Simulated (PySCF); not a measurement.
Method: PySCF with PBE-D3(BJ)/def2-TZVP // PBE0-D4/def2-TZVP. Gas-phase values, no solvent. One relaxed conformer stands for a flexible species; it need not be the lowest. 

Reference species (SMILES): `[SiH3]Cl` (neutral, multiplicity 1).

The S1 oscillator strength is 0.008 and the HOMO–LUMO gap is 6.69 eV. The HOMO comes out as -7.65 eV.

Changed species: `Cl[SiH2]C(N)=O` (O–C–Si–Cl torsion 180°) (X = carbamoyl; the reference has X = H).

Problem. Give the shifts of the S1 oscillator strength, HOMO–LUMO gap and HOMO.

Solution. the S1 oscillator strength is nearly the same; the HOMO–LUMO gap drops by 2.33 eV, to 4.36 eV; the HOMO rises by 1.76 eV, to -5.89 eV.
